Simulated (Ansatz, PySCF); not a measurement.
This triplet is an excited state, 2.33 eV above the relaxed singlet at the level frozen-core CCSD(T)/cc-pVTZ // PBE0-D3(BJ)/def2-TZVP (Ansatz, a program for electronic structure).

Z-matrix (Å, degrees):
```
Ge
N 1 1.8605
H 2 1.0126 1 114.31
H 2 1.0127 3 109.29 1 -129.42
S 1 2.2308 2 117.61 3 114.06
H 5 1.3462 1 97.51 2 91.91
```
Charge 0, spin multiplicity 3.

**Question.** Estimate the dipole moment, highest occupied spin orbital and total energy that PBE-D3(BJ)/def2-TZVP // PBE0-D3(BJ)/def2-TZVP (PySCF 2.14.0) returns for this input.

**Answer.** 
- dipole moment = 2.24 D
- highest occupied spin orbital = -3.94 eV
- total energy = -2531.2068 Ha
